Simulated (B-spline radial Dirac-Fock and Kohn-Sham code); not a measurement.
# Core-level shifts of tellurium with charge state

The computed values come from a radial B-spline solver: Dirac-Fock energy differences between relaxed states, corrected for Breit and QED terms. Each ion is free and in its tabulated ground configuration. Correlation and solid-state effects are left out.

Reference: Te³⁹⁺, [Ne] 3s2 3p1, with K (1s) 34290.4 eV, L1 (2s) 7276.3 eV. Shifts from it, in eV (a dash: the subshell is empty, belongs to an open shell averaged over j, or its hole state is left out as unreliable):

| ion | configuration | K (1s) | L1 (2s) |
| --- | --- | --- | --- |
| Te⁴⁰⁺ | [Ne] 3s2 | +130.7 | +110.8 |
| Te⁴¹⁺ | [Ne] 3s1 | – | – |
| Te⁴²⁺ | [He] 2s2 2p6 | +381.2 | +321.0 |
| Te⁴³⁺ | [He] 2s2 2p5 | ? | ? |
| Te⁴⁴⁺ | [He] 2s2 2p4 | +1006.4 | +719.6 |
| Te⁴⁵⁺ | [He] 2s2 2p3 | +1326.0 | +922.4 |
| Te⁴⁶⁺ | [He] 2s2 2p2 | +1650.1 | +1127.5 |

Task: Give the missing shifts for Te⁴³⁺.

Result: K (1s) +691.5, L1 (2s) +519.1 (eV).
